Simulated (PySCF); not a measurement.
A calculated (MN15, PySCF 2.14, pcseg-2, no relativity, point nucleus) atom or ion has these occupied shells.

```tsv
shell	electrons	orbital energy (eV)	rms radius, mean of both spins (bohr)
1s α	1	-2746.3	0.106
1s β	1	-2745.9	0.106
2s α	1	-264.02	0.492
2s β	1	-263.66	0.492
2p α	3	-210.03	0.454
2p β	3	-209.72	0.454
3s α	1	-35.633	1.63
3s β	1	-32.690	1.63
3p α	3	-22.740	1.84
3p β	1	-20.835	1.84
```

Q: Name the element and its charge.

A: Cl⁺ (chlorine, charge +1), in [Ne] 3s2 3p4, high-spin 3P determinant.
